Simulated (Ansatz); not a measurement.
CH$_{4}$F$_{2}$GaN, SMILES `C[NH][Ga]([F])[F]`, relaxed with RKS PBE0-D4/def2-TZVP in Ansatz from a GFN2-xTB geometry. The force threshold is 0.005 eV/Å; the program also tests the step.

The species carries charge 0 and has multiplicity 1.

Start:

```xyz
9

C     0.260    1.278   -0.120
N     0.506   -0.011    0.521
Ga   -0.557   -1.480    0.058
F    -2.102   -1.293   -0.745
F    -0.160   -3.098    0.587
H     0.713    1.373   -1.111
H    -0.817    1.432   -0.210
H     0.664    2.057    0.530
H     1.492   -0.259    0.489
```

**Question.** By how much does the energy fall, and how many steps does the optimiser take? (Best estimate.)

**Answer.** Computed: 2.95 kcal/mol, in 11 steps, 3 of them rejected.

**Question.** Which bonds change most? (Estimate.)

**Answer.** Ansatz gave: N2–Ga3 from 1.871 to 1.786 Å; C1–N2 from 1.461 to 1.448 Å; N2–H9 from 1.017 to 1.006 Å; Ga3–F4 from 1.752 to 1.742 Å.

**Question.** Give the relaxed structure. (An estimate is asked.)

**Answer.** Ansatz gave: 
```xyz
9

C     0.283    1.271   -0.163
N     0.564   -0.102    0.200
Ga   -0.576   -1.474    0.111
F    -2.211   -1.260   -0.451
F    -0.148   -3.097    0.570
H     0.933    1.619   -0.974
H    -0.747    1.363   -0.510
H     0.405    1.950    0.687
H     1.499   -0.269    0.531
```
